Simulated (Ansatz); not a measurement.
AlCl2H2N, SMILES `[NH2][Al]([Cl])[Cl]`. Charge 0, multiplicity 1. The geometry is a stationary point of PBE0-D4/def2-TZVP. It is one conformer, not always the lowest.

```xyz
6

N     0.094    0.925   -0.446
Al   -0.065   -0.641    0.310
Cl    1.554   -1.949    0.350
Cl   -1.875   -1.204    1.172
H     0.936    1.263   -0.882
H    -0.644    1.607   -0.503
```

**Question.** What is the dipole moment at ωB97M-V/def2-TZVPP? (Estimate.)

**Answer.** The calculation gave: 2.30 D, with components (0.21, 2.06, -0.99) D in this frame, pointing from negative to positive charge.

**Question.** And with PBE, r2SCAN, B3LYP? (An estimate is asked.)

**Answer.** Ansatz gave: PBE 2.32 D, r2SCAN 2.35 D, B3LYP 2.31 D.

**Question.** Give the Mulliken charges with ωB97M-V, r2SCAN, B3LYP in def2-TZVPP. (Estimate.)

**Answer.** Ansatz gave: 
```tsv
atom	ωB97M-V	r2SCAN	B3LYP
N1	-0.35	-0.45	-0.39
Al2	0.56	0.63	0.60
Cl3	-0.22	-0.25	-0.25
Cl4	-0.22	-0.25	-0.25
H5	0.12	0.16	0.14
H6	0.12	0.16	0.14
```

B3LYP here is the variant with VWN-RPA as its local correlation; programs differ in this.
